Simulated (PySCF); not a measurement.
## Fractional electron number in Pt²⁺ (platinum, charge +2)

The 5d beta orbital of [Xe] 4f14 5d8 is emptied in steps (occupation f), with all orbitals relaxed, ending at [Xe] 4f14 5d7. Computed with PySCF 2.14 in def2-TZVP with the def2 core potential (60 electrons) (6s4p3d1f, 40 functions), with scalar relativity through the core potential. The exact energy is a straight line in f; departures are measured from the line between the end points of the same method.

Problem. Among PBE0, r2SCAN, LC-wPBE, which shows the largest delocalisation error (convex curve), and which is closest to linear?

Solution. Most convex: r2SCAN (-1.329 eV at f = 0.4); closest to linear: LC-wPBE (-0.308 eV).

```csv
f,PBE0 (eV),r2SCAN (eV),LC-wPBE (eV)
1,0.000,0.000,0.000
0.8,-0.675,-0.890,-0.204
0.6,-1.014,-1.333,-0.307
0.4,-1.015,-1.329,-0.308
0.2,-0.678,-0.883,-0.205
0,0.000,0.000,0.000
```

```json
{"method": "PBE0", "E(f=0) − E(f=1) (eV)": "31.222", "−ε at f=1 (eV)": "27.015", "−ε at f=0.4 (eV)": "32.062"}
{"method": "r2SCAN", "E(f=0) − E(f=1) (eV)": "31.122", "−ε at f=1 (eV)": "25.555", "−ε at f=0.4 (eV)": "32.248"}
{"method": "LC-wPBE", "E(f=0) − E(f=1) (eV)": "31.108", "−ε at f=1 (eV)": "29.834", "−ε at f=0.4 (eV)": "31.362"}
```

Reference removal energy between the ground levels: 29 ± 1.6 eV (theoretical estimate listed by NIST; NIST Atomic Spectra Database, ionization energies). The calculation has no spin-orbit coupling. The determinant left behind need not be the lowest term of the ion.
